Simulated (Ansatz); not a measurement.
## A ladder of methods for HfF4 (SMILES F[Hf](F)(F)F)

The species is HfF4 (5 atoms), meant as a singlet with charge 0. As SMILES, `F[Hf](F)(F)F`. Geometry: relaxed at PBE0-D4/def2-TZVP.

```xyz
5

F    -0.9087   -0.1120    1.6614
Hf    0.0000    0.0000    0.0000
F     1.6229   -0.9772    0.0997
F    -1.0932   -0.7277   -1.3690
F     0.3790    1.8169   -0.3922
```

Each level gives the vertical ionisation energy (to the doublet cation) (eV). The values are calculated.

```tsv
level	kind	program	value (eV)	less CCSD(T)/def2-SVP
HF/def2-SVP (core potential)	Hartree–Fock	Ansatz	14.25	-0.89
SVWN5/def2-SVP (core potential)	LDA	Ansatz	13.70	-1.44
revPBE/def2-SVP (core potential)	GGA	Ansatz	13.30	-1.84
PBE0/def2-SVP (core potential)	global hybrid	Ansatz	14.47	-0.67
B2PLYP/def2-SVP (core potential)	double hybrid	Ansatz	14.93	-0.21
RPA@PBE/def2-SVP (core potential)	RPA	Ansatz	12.65	-2.49
MP2/def2-SVP (core potential)	perturbation theory	Ansatz	15.61	+0.47
CCSD(T)/def2-SVP (core potential)	coupled cluster or CI	Ansatz	15.14	0.00
```

Differences are taken from CCSD(T)/def2-SVP (core potential) for orientation; it has basis-set and higher-order errors of its own. Spin-orbit coupling, which can split open shells on such heavy atoms by tenths of an eV, is left out. The values span 12.65 to 15.61 eV.
